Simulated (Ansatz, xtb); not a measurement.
Breaking the Sn1–H2 bond in CH4OSn (SMILES C[O][SnH]) (multiplicity 1 held, fragments rigid). Energies count from the point at 1.803 Å.
Geometry at that point (charge 0, multiplicity 1):
```json
[
 {"atom": "Sn", "x (Å)": "-0.2559", "y (Å)": "-0.3540", "z (Å)": "0.4797"},
 {"atom": "H", "x (Å)": "-1.2954", "y (Å)": "-0.7768", "z (Å)": "-0.9320"},
 {"atom": "O", "x (Å)": "0.8827", "y (Å)": "0.8922", "z (Å)": "-0.5659"},
 {"atom": "C", "x (Å)": "0.7858", "y (Å)": "1.2266", "z (Å)": "-1.9346"},
 {"atom": "H", "x (Å)": "0.6295", "y (Å)": "2.3050", "z (Å)": "-2.0404"},
 {"atom": "H", "x (Å)": "1.7204", "y (Å)": "0.9698", "z (Å)": "-2.4438"},
 {"atom": "H", "x (Å)": "-0.0383", "y (Å)": "0.7038", "z (Å)": "-2.4332"}
]
```

Restricted levels (R-, RO-) in cc, def2 and unpolarised 6-31G sets keep to the state of the molecule at rest. U- levels take the lowest unrestricted solution at each point, which mixes spins at long bonds. Active spaces are followed from a long bond inwards. Levels need not reach the same state.

Correlated levels freeze the cores. Filled d and f shells under p-block atoms count as core.

Programs: Ansatz (an electronic-structure program); xtb for the GFN methods. Values without a source in brackets are computed. In def2 rows elements past Kr take small-core potentials, without spin–orbit coupling. The GFN methods have no spin term and hold the electronic entropy of 300 K.

Energies in kcal/mol.

```tsv
R (Å)	GFN2-xTB	R-MP2/def2-SVP	U-CCSD/def2-SVP	SC-NEVPT2 on CASSCF(2,2)/def2-SVP	FIC-NEVPT4(SD) on CASSCF(2,2)/def2-SVP	FIC-MRCISD+Q on CASSCF(2,2)/def2-SVP
1.443	25.2	25.6	26.0	26.6	26.2	26.0
1.623	5.4	___	4.9	5.3	5.1	5.0
1.803	0.0	0.0	0.0	0.0	0.0	0.0
1.984	0.3	3.5	3.1	2.6	2.9	3.0
2.164	3.2	10.9	10.0	8.7	9.3	9.6
2.435	10.7	24.5	22.7	20.1	21.2	21.7
2.705	19.3	38.3	35.4	31.1	32.5	33.2
3.156	33.4	58.3	51.5	45.2	47.0	47.9
3.607	48.7	73.7	59.0	53.4	55.4	56.4
4.148	68.0	___	61.5	57.5	59.6	60.7
4.869	87.3	92.4	62.1	59.1	61.2	62.2
5.771	91.8	87.8	62.2	59.4	61.5	62.5
```

**Question.** What belongs in the gaps?

**Answer.** 
- 1.623, R-MP2/def2-SVP: 4.7
- 4.148, R-MP2/def2-SVP: 86.0

Doubts at one or more of the structures used: a restricted determinant that unrestricted orbitals would lower (R-MP2/def2-SVP); a spin-contaminated determinant (U-CCSD/def2-SVP); T1 above 0.05 (U-CCSD/def2-SVP).
